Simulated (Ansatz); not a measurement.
C₂H₈OSSi (`C[SiH](O)CS`), relaxed with RKS PBE0-D4/def2-TZVP in Ansatz from a PBE-D4/def2-SVP geometry. The force threshold is 0.005 eV/Å; the program also tests the step.

The species carries charge 0 and has multiplicity 1.

Start:

```xyz
13

C    -1.301    1.122    0.285
Si    0.500    0.722   -0.096
O     0.814    0.637   -1.747
C     0.951   -0.989    0.620
S     0.313   -2.320   -0.489
H    -1.596    2.074   -0.202
H    -1.461    1.233    1.378
H    -1.985    0.332   -0.087
H     1.390    1.788    0.482
H     0.707   -0.293   -2.040
H     0.626   -1.166    1.666
H     2.053   -1.121    0.595
H    -1.012   -2.018   -0.366
```

Q: By how much does the energy fall, and how many steps does the optimiser take? (Estimate.)

A: The calculation gave: 0.08 eV, in 10 steps.

Q: Which bonds change most? (An estimate is asked.)

A: Computed: Si2–O3 from 1.683 to 1.647 Å; C4–S5 from 1.846 to 1.818 Å; Si2–C4 from 1.909 to 1.883 Å; S5–H13 from 1.364 to 1.343 Å.

Q: Give the relaxed structure. (Best estimate.)

A: Ansatz gave: 
```xyz
13

C    -1.287    1.075    0.241
Si    0.507    0.696   -0.090
O     0.864    0.685   -1.698
C     0.960   -0.989    0.619
S     0.225   -2.322   -0.375
H    -1.549    2.046   -0.185
H    -1.486    1.113    1.316
H    -1.954    0.331   -0.203
H     1.360    1.749    0.522
H     0.676   -0.152   -2.132
H     0.709   -1.117    1.674
H     2.038   -1.138    0.521
H    -1.063   -1.977   -0.210
```
